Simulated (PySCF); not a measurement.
## Frontier levels across methods

C₃H₆BFO₂.
Geometry (PBE0-D3(BJ)/def2-SVP, Å), atoms numbered from 1 in this order:
```xyz
13
C3H6BFO2 angstrom
F     -0.1480    0.4549   -1.9869
C      0.7579    0.3500   -0.9610
C      0.4649   -0.9208   -0.1912
C     -0.8938   -0.7924    0.4693
O     -0.9861    0.4005    1.2231
B     -0.2376    1.4769    0.8946
O      0.6445    1.4713   -0.1573
H      1.7636    0.3569   -1.4115
H      1.2550   -1.0710    0.5619
H      0.4845   -1.7809   -0.8766
H     -1.0883   -1.6365    1.1474
H     -1.6836   -0.7877   -0.2999
H     -0.3244    2.4775    1.5570
```

Basis pcSseg-1 throughout (PySCF), one geometry. Geometry: PBE0-D3(BJ)/def2-SVP, one conformer, isolated molecule.

Q: How do the orbital energies, the gap and the dipole change with the method?

A: 
```csv
method,kind,HOMO (eV),LUMO (eV),gap (eV),μ (D),SCF cycles
BLYP,GGA,-7.11,-0.22,6.89,2.88,15
OPBE,GGA,-7.17,-0.21,6.96,2.83,16
PBE,GGA,-7.20,-0.35,6.85,2.88,15
BP86,GGA,-7.32,-0.37,6.96,2.91,15
KT3,GGA,-7.36,-0.32,7.04,2.76,15
B97-2,global hybrid,-8.54,0.66,9.20,2.94,13
PBE0,global hybrid,-8.81,0.67,9.48,2.96,14
wB97X-D,range-separated hybrid,-10.74,2.59,13.33,3.00,14
```

The HOMO spans 3.63 eV, from BLYP down to wB97X-D, and the gap runs from 6.85 eV (PBE) to 13.33 eV (wB97X-D). Over the methods BLYP (0 %), OPBE (0 %), PBE (0 %), BP86 (0 %), KT3 (0 %), B97-2 (21 %), PBE0 (25 %), a straight line through the gap against the share of exact exchange rises by 1.04 eV for each 10 % (correlation coefficient 0.998). The dipole ranges from 2.76 D (KT3) to 3.00 D (wB97X-D). This basis has no diffuse functions.
